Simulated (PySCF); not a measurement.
Si(Cl)3(nBu), C4H9Cl3Si, SMILES Cl[Si](Cl)(CCCC)Cl, singlet (GFN2-xTB optimised geometry):

```
17

C     -1.004    -4.010     2.971
C     -1.446    -2.554     2.881
C     -0.894    -1.874     1.630
C     -1.339    -0.411     1.540
Si    -0.683     0.500     0.000
Cl    -1.340     2.416     0.000
Cl     1.340     0.500     0.000
Cl    -1.333    -0.416    -1.682
H     -1.406    -4.476     3.867
H      0.081    -4.077     3.005
H     -1.354    -4.568     2.106
H     -1.102    -2.015     3.766
H     -2.537    -2.506     2.866
H      0.196    -1.925     1.645
H     -1.237    -2.416     0.746
H     -2.431    -0.377     1.549
H     -1.010     0.109     2.442
```

Method: B3LYP/def2-SVP run with PySCF.

Question: What are the frontier orbital energies and the dipole moment?

Answer: HOMO-2 -8.99 eV, HOMO-1 -8.65 eV, HOMO -8.30 eV, LUMO 0.66 eV, LUMO+1 1.24 eV; dipole moment 1.86 D.

On the same geometry PBE/def2-SVP in PySCF 2.14.0 gives HOMO-2 -7.87 eV, HOMO-1 -7.55 eV, HOMO -7.24 eV, LUMO -0.18 eV, LUMO+1 0.45 eV; dipole moment 1.87 D.

Meta-Löwdin charges at B3LYP/def2-SVP: C1 -0.28, C2 -0.15, C3 -0.15, C4 -0.40, Si5 0.91, Cl6 -0.25, Cl7 -0.25, Cl8 -0.25, H9 0.09, H10 0.09, H11 0.09, H12 0.08, H13 0.08, H14 0.08, H15 0.08, H16 0.11, H17 0.11.
